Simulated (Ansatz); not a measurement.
Consider the formal exchange of groups at the Si–O bond: `FCO[SiH2]F` + `O[SiH2]F` → `O[SiH](F)[SiH2]F` + `OCF`.

Isolated molecules relaxed with PBE0-D4/def2-TZVP in Ansatz; ΔE leaves out vibrations. CCSD(T)/CBS is the MP2 limit (def2-TZVPP, def2-QZVPP) plus CCSD(T) − MP2 in def2-TZVPP, frozen cores. DFT in def2-TZVPP. One conformer a species, not always the lowest.

Q: Is it downhill or uphill in electronic energy at CCSD(T)/CBS, and by how much? (Best estimate.)

A: The calculation gave: Uphill: ΔE = +128.6 kJ/mol.

Q: What do these levels give: r2SCAN-D4, B97M-V, ωB97X-V, ωB97M-V, BLYP, r2SCAN, r2SCANh, r2SCAN0, HF/def2-SVP, MP2/def2-TZVPP, CCSD/def2-TZVPP, HF/CBS(def2)? (Estimate.)

A: Computed: r2SCAN-D4 121.3, B97M-V 121.9, ωB97X-V 122.9, ωB97M-V 129.7, BLYP 116.6, r2SCAN 121.5, r2SCANh 123.4, r2SCAN0 126.0, HF/def2-SVP 140.4, MP2/def2-TZVPP 138.9, CCSD/def2-TZVPP 133.2, HF/CBS(def2) 152.0 kJ/mol.

Q: What do rigid-rotor, harmonic-oscillator terms from PBE0-D4/def2-TZVP frequencies (298.15 K, 1 bar) make of the CCSD(T)/CBS value? (Estimate.)

A: Ansatz gave: ΔZPE = +3.7 kJ/mol, ΔH = +133.7 kJ/mol, ΔS = 5 J/(mol·K), ΔG = +132.3 kJ/mol. Modes under 50 cm⁻¹ make the entropy rough.

Largest T1 diagnostic among the species: 0.012.

In def2-TZVPP, CCSD(T) changes the Hartree–Fock value by −19.3 kJ/mol (the triples alone add −2.6 kJ/mol) and MP2 by −10.9 kJ/mol. From BLYP to BHLYP (50 % exact exchange), in def2-TZVPP and without D4, ΔE moves by +20.3 kJ/mol. Leaving LDA and LC-ωPBE aside and taking each functional with its dispersion term where it has one, the values, not all of them listed here, spread over 35.6 kJ/mol, from PBE-D4 to BHLYP-D4. LDA lies +7.0 kJ/mol from PBE without D4.
